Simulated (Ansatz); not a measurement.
A made-up structure of SiH2SeS, singlet:

```xyz
5
angstrom
Si -0.2758 0.2220 -0.2081
S 0.4387 -0.3414 1.6817
Se 1.4610 -1.1871 -0.1869
H 0.5078 0.0607 2.9790
H -0.0351 1.6108 -0.6516
```

It is relaxed with PBE-D4/def2-SVP and then PBE0-D4/def2-TZVP (Ansatz 0.2.0). Atoms count as bonded within 1.22 times the sum of their covalent radii (H–H: 0.88 Å). The end point is not checked to be a true minimum.

**Question.** Does its bonding change? (Judge from chemistry; the calculation decides.)

**Answer.** The calculation gives: No: no bond forms or breaks.

Where it ends: The first stage lowers the energy by 2.42 eV in 10 steps. It ends as SiH₂SeS ([SiH]1[SH][Se]1):
Si1  (-0.469, 0.173, -0.394)
S2  (0.148, -0.673, 1.731)
Se3  (1.525, -1.089, 0.065)
H4  (0.706, 0.454, 2.220)
H5  (0.186, 1.499, -0.008)
(Å)

Labels in which every atom is bracketed show which atoms are joined, not bond orders.

For scale, one of the runs: PBE0-D4/def2-TZVP relaxation, 134 basis functions, launched by `ansatz run in.yaml --threads 2 --pin off --events-out ev --progress --plain --max-ram 4352MiB`. Hardware: 2 CPU threads of an Arm Neoverse V1, shared host. Wall time about 29 s.
